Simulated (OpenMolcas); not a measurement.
## Ag2+: moving or changing the point charges

Ag2+ among 4 point charges of -2 e arranged as a square (D4h), 2.07 Å from the ion.
```
   2.0700    0.0000    0.0000  -2.00
   0.0000    2.0700    0.0000  -2.00
  -2.0700    0.0000    0.0000  -2.00
   0.0000   -2.0700    0.0000  -2.00
```

```yaml
Program: OpenMolcas
Method: "SS-CASPT2, IPEA 0.25 Eh, imaginary shift 0.1 Eh (closed shells correlated: 4s 4p)"
Basis: ANO-RCC-VDZP [6s5p3d1f]
Scalar_Hamiltonian: DKH2, point nucleus
Active_space: 9 electrons in 5 orbitals (4d)
State_averaging: 2S+1 = 2 even, 5 roots
Spin-orbit_coupling: RASSI with atomic mean-field integrals over the reference wave functions
```

Runs around this geometry, states (labels of D4, the rotations of D4h). Energies in cm-1 above the lowest state or level, χT in cm3 K/mol.

```csv
R (Å),q (e),Ground state,First state of that spin,First gap with spin-orbit (degeneracies),χT at 300 K
2.07,-1.3,2B1,2B2 4640,"5630 (2, 2)",0.851
1.97,-2,2B1,2B2 8400,"9120 (2, 2)",0.682
2.07,-2,2B1,2B2 6860,"7700 (2, 2)",0.736
2.26,-2,2B1,2B2 4730,"5800 (2, 2)",0.845
```

Taking the first state of the same spin as R^-n, n = -ln(4730 / 8400) / ln(2.26 / 1.97) = 4.2 between the shortest and longest distance.

Scaling the charges by -1.3 / -2 = 0.65 scales the first state of the same spin by 4640 / 6860 = 0.68; with fixed orbitals a first-order splitting would follow the charge.

Free-ion shares, where given, are those of the reference states; single-state CASPT2 does not remix them. This is an electrostatic model: the charges have no orbitals. No measured value stands beside these numbers.
